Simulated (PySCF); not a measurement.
C4H8Si.
SMILES with atom numbers: `[CH:1]1=[CH:2][CH2:3][SiH2:4][CH2:5]1` (hydrogens: H6 on C1; H7 on C2; H8, H9 on C3; H10, H11 on Si4; H12, H13 on C5)

The calculation used PBE0-D3(BJ)/def2-SVP geometry optimisation, gas phase in PySCF 2.14.0.

Question: What internal coordinates does the optimisation give?

Answer: 
| bond | length (Å) |
| --- | --- |
| C1=C2 | 1.341 |
| C3–Si4, Si4–C5 | 1.903 |
| C1–C5, C2–C3 | 1.507 |
| C1–H6, C2–H7 | 1.096 |
| C3–H8 and 3 like bonds | 1.104 |
| Si4–H10, Si4–H11 | 1.496 |

Bonds in one row agree within 0.01 Å and their mean is given. A selection of angles:
| angle | degrees |
| --- | --- |
| C2–C1–C5 | 119.6 |
| C2–C1–H6 | 120.7 |
| C5–C1–H6 | 119.7 |
| C2–C3–Si4 | 102.4 |
| C2–C3–H8 | 111.6 |
| Si4–C3–H8 | 112.9 |
| H8–C3–H9 | 105.9 |
| C3–Si4–C5 | 96.0 |
| C3–Si4–H10 | 113.2 |
| H10–Si4–H11 | 108.0 |

Torsions: C5–C1–C2–C3 0° (synperiplanar); C1–C2–C3–Si4 0° (synperiplanar); C2–C3–Si4–C5 0° (synperiplanar); C3–Si4–C5–C1 0° (synperiplanar); C2–C1–C5–Si4 0° (synperiplanar).

The C–C distances run from 1.341 Å (C1=C2, drawn double) to 1.507 Å (C1–C5, drawn single), a spread of 0.166 Å. The 5-membered ring C1–C2–C3–Si4–C5 has internal angles of 96.0° to 119.6°; it is planar, 0.00 Å rms from its mean plane, widest ring torsion 0°. The 5 heavy atoms lie in one plane (0.003 Å rms). Si4 (SiH2 silicon) has angles from 96.0° to 113.2°.

Point group: C2v (tolerance 0.08 Å). No PBE0-D3(BJ)/def2-SVP frequencies stand behind this structure, so it isn't proved a minimum.
